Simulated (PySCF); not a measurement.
C₆ coefficients of unlike pairs at UHF

Calculated with PySCF 2.14 from the dipole response of each species, C₆(A,B) = (3/π) ∫ α_A(iu) α_B(iu) du, in atomic units, from isotropic polarisabilities. For ions this is the dispersion term alone; charge-induced terms of lower order in 1/R come first.

```json
{"species": "Mg", "configuration": "[Ne] 3s2 (1S)", "basis": "x2c-QZVPPall with one added diffuse shell each of s, p, d, f type (10s7p6d3f)", "relativity": "spin-free X2C", "α (bohr³)": "81.15", "C₆ (like pair)": "760.5"}
{"species": "Sn³⁺", "configuration": "[Kr] 4d10 5s1 (2S)", "basis": "aug-cc-pwCVTZ-PP with ECP28MDF (8s7p6d4f1g)", "relativity": "core potential", "α (bohr³)": "11.20", "C₆ (like pair)": "43.77"}
{"species": "Pb²⁺", "configuration": "[Xe] 4f14 5d10 6s2 (1S)", "basis": "aug-cc-pVQZ-DK3 (10s9p7d4f2g)", "relativity": "spin-free X2C", "α (bohr³)": "15.58", "C₆ (like pair)": "104.9"}
{"species": "Cu⁺", "configuration": "[Ar] 3d10 (1S)", "basis": "aug-cc-pVTZ-DK (8s7p5d3f2g)", "relativity": "spin-free X2C", "α (bohr³)": "4.867", "C₆ (like pair)": "14.95"}
```

Question: Estimate C₆ for Cu⁺ with Pb²⁺.

Answer: The integral gives 38.72. The combination rule 2 C_A C_B / (C_A α_B/α_A + C_B α_A/α_B) gives 38.91 and the geometric mean 39.61.

No spin-orbit coupling is included.

The other pairs:

```
      pair     C₆
  Sn³⁺, Mg  153.5
Pb²⁺, Sn³⁺  67.44
 Cu⁺, Sn³⁺  24.93
   Cu⁺, Mg  75.68
  Pb²⁺, Mg  228.5
```
